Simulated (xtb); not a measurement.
HO2 (SMILES [O-]O), charge -1, singlet, geometry from GFN2-xTB; GFN1-xTB in xtb.

Here is a job for xtb.
```
$ xtb mol.xyz --gfn 1 --chrg -1 --opt --json

# file mol.xyz
3

O      0.05490534     0.78093785    -0.03251581
O      0.03987144    -0.67586595    -0.02806914
H     -0.75821429    -0.84057518     0.48467963
```

Task: What does xtb print? Leave out banner, timings and long lists.

Result: 
```
   ID    Z sym.   atoms
    1    8 O      1, 2
    2    1 H      3

           -------------------------------------------------
          |                Calculation Setup                |
           -------------------------------------------------

           -------------------------------------------------
          |                 G F N 1 - x T B                 |
           -------------------------------------------------

          ...................................................
          :                      SETUP                      :
          :.................................................:
          :  # basis functions                  10          :
          :  # atomic orbitals                  10          :
          :  # shells                            6          :
          :  # electrons                        14          :
          :  # halogen bonds                     0          :
          :  max. iterations                   250          :
          :  Hamiltonian                  GFN1-xTB          :
          :  restarted?                      false          :
          :  GBSA solvation                  false          :
          :  PC potential                    false          :
          :  electronic temp.          300.0000000     K    :
          :  accuracy                    1.0000000          :
          :  -> integral cutoff          0.2500000E+02      :
          :  -> integral neglect         0.1000000E-07      :
          :  -> SCF convergence          0.1000000E-05 Eh   :
          :  -> wf. convergence          0.2000000E-04 e    :
          :  Broyden damping             0.4000000          :
          :  net charge                         -1          :
          :  unpaired electrons                  0          :
          ...................................................

 iter      E             dE          RMSdq      gap      omega  full diag
   1    -10.0001176 -0.100001E+02  0.538E+00    7.28       0.0  T
   2    -10.0136618 -0.135442E-01  0.308E+00    6.29       1.0  T
   3    -10.0139914 -0.329632E-03  0.774E-01    5.77       1.0  T
   4    -10.0140050 -0.135442E-04  0.873E-02    5.77       1.0  T
   5    -10.0140135 -0.846941E-05  0.173E-03    5.84      33.3  T
   6    -10.0140135 -0.791476E-08  0.120E-04    5.84     481.1  T
   7    -10.0140135 -0.237677E-11  0.346E-05    5.84    1669.6  T

   *** convergence criteria satisfied after 7 iterations ***

         :::::::::::::::::::::::::::::::::::::::::::::::::::::
         ::                     SUMMARY                     ::
         :::::::::::::::::::::::::::::::::::::::::::::::::::::
         :: total energy              -9.995051920124 Eh    ::
         :: gradient norm              0.030463050969 Eh/a0 ::
         :: HOMO-LUMO gap              5.837021698219 eV    ::
         ::.................................................::
         :: SCC energy               -10.014013459260 Eh    ::
         :: -> electrostatic           0.285853351093 Eh    ::
         :: repulsion energy           0.019160196759 Eh    ::
         :: dispersion energy         -0.000198657623 Eh    ::
         :: halogen bond corr.         0.000000000000 Eh    ::
         :: add. restraining           0.000000000000 Eh    ::
         :: total charge              -1.000000000000 e     ::
         :::::::::::::::::::::::::::::::::::::::::::::::::::::

      -----------------------------------------------------------
     |                   =====================                   |
     |                        A N C O P T                        |
     |                   =====================                   |
     |               Approximate Normal Coordinate               |
     |                Rational Function Optimizer                |
      -----------------------------------------------------------
      -----------------------------------------------------------
[...]
 * total energy  :    -9.9950519 Eh     change       -0.1529443E-11 Eh
 * total energy  :    -9.9956671 Eh     change       -0.6151411E-03 Eh
 * total energy  :    -9.9957025 Eh     change       -0.3547984E-04 Eh
 * total energy  :    -9.9957053 Eh     change       -0.2777449E-05 Eh
   *** GEOMETRY OPTIMIZATION CONVERGED AFTER 4 ITERATIONS ***
[...]
          :  unpaired electrons                  0          :
          ...................................................

 iter      E             dE          RMSdq      gap      omega  full diag
   1    -10.0133265 -0.100133E+02  0.284E-12    5.85       0.0  T
   2    -10.0133265  0.355271E-14  0.399E-13    5.85  100000.0  T
   3    -10.0133265  0.355271E-14  0.165E-13    5.85  100000.0  T

   *** convergence criteria satisfied after 3 iterations ***

         :::::::::::::::::::::::::::::::::::::::::::::::::::::
         ::                     SUMMARY                     ::
         :::::::::::::::::::::::::::::::::::::::::::::::::::::
         :: total energy              -9.995705318539 Eh    ::
         :: gradient norm              0.000557667575 Eh/a0 ::
         :: HOMO-LUMO gap              5.851777013717 eV    ::
         ::.................................................::
         :: SCC energy               -10.013326486717 Eh    ::
         :: -> electrostatic           0.284007732743 Eh    ::
         :: repulsion energy           0.017820131623 Eh    ::
         :: dispersion energy         -0.000198963445 Eh    ::
         :: halogen bond corr.         0.000000000000 Eh    ::
         :: add. restraining           0.000000000000 Eh    ::
         :: total charge              -1.000000000000 e     ::
         :::::::::::::::::::::::::::::::::::::::::::::::::::::

           -------------------------------------------------
          |                Property Printout                |
           -------------------------------------------------

    * Orbital Energies and Occupations

         #    Occupation            Energy/Eh            Energy/eV
      -------------------------------------------------------------
         1        2.0000           -0.4775824             -12.9957
         2        2.0000           -0.3720878             -10.1250
         3        2.0000           -0.2980155              -8.1094
         4        2.0000           -0.2355482              -6.4096
         5        2.0000           -0.2336845              -6.3589
         6        2.0000           -0.0916841              -2.4949
         7        2.0000           -0.0772153              -2.1011 (HOMO)
         8                          0.1378335               3.7506 (LUMO)
         9                          0.1999863               5.4419
        10                          0.6326030              17.2140
      -------------------------------------------------------------
                  HL-Gap            0.2150488 Eh            5.8518 eV
             Fermi-level            0.0303091 Eh            0.8248 eV

  Mulliken/CM5 charges         n(s)   n(p)   n(d)
     1O    -0.74545 -0.76123   1.862  4.883  0.000
     2O    -0.50194 -0.66519   1.734  4.767  0.000
     3H     0.24739  0.42641   0.753  0.000  0.000

Wiberg/Mayer (AO) data.
largest (>0.10) Wiberg bond orders for each atom

 ---------------------------------------------------------------------------
     #   Z sym  total        # sym  WBO       # sym  WBO       # sym  WBO
 ---------------------------------------------------------------------------
     1   8 O    0.986 --     2 O    0.947
     2   8 O    1.890 --     1 O    0.947     3 H    0.943
     3   1 H    0.982 --     2 O    0.943
 ---------------------------------------------------------------------------

Topologies differ in total number of bonds
Writing topology from bond orders to xtbtopo.mol

 dipole moment from electron density (au)
     X       Y       Z
  -0.7789  -1.1041   0.4971  total (Debye):    3.659

optimized geometry written to: xtbopt.xyz

           -------------------------------------------------
          | TOTAL ENERGY               -9.995705318539 Eh   |
          | GRADIENT NORM               0.000557667575 Eh/α |
          | HOMO-LUMO GAP               5.851777013717 eV   |
           -------------------------------------------------

normal termination of xtb
```
